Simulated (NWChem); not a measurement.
Species: C3H6Si; SMILES CC#C[SiH3]

Problem. Give the equilibrium geometry at PBE0/def2-SVP (NWChem) as an XYZ file, with the point group.

Solution. point group C3; any orientation.
```
10

C      2.6498    -0.1422    -0.3440
C      1.2128    -0.0652    -0.1573
C      0.0052    -0.0011    -0.0017
Si    -1.8034     0.0966     0.2340
H      3.1506     0.7454     0.0736
H      2.9053    -0.2031    -1.4135
H      3.0656    -1.0317     0.1547
H     -2.4975    -0.8247    -0.7144
H     -2.2782     1.4903    -0.0152
H     -2.1592    -0.2929     1.6310
```
